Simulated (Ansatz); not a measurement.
Computed with Ansatz.

A structure relaxed at PBE0-D4/def2-TZVP, charge 0, multiplicity 1:

```csv
atom,x (Å),y (Å),z (Å)
C1,1.766,-0.589,-0.104
C2,0.576,0.109,-0.719
F3,-0.102,-0.804,-1.547
Ga4,-0.740,0.840,0.594
N5,-2.394,0.116,0.475
H6,2.427,-0.989,-0.879
H7,1.461,-1.416,0.541
H8,2.341,0.118,0.501
H9,0.929,0.909,-1.380
H10,-0.463,1.929,1.681
H11,-3.180,0.356,1.053
H12,-2.622,-0.579,-0.216
```

**Question.** Give its formula and SMILES.

**Answer.** C2H7FGaN, `C[CH](F)[GaH][NH2]`.

**Question.** Summarise the bond lengths by kind.

**Answer.** 1 × C–C 1.511 Å; 4 × C–H 1.093 to 1.097 Å; 1 × C–F 1.406 Å; 1 × C–Ga 1.998 Å; 1 × Ga–N 1.809 Å; 1 × Ga–H 1.563 Å; 2 × H–N 1.005 to 1.006 Å.
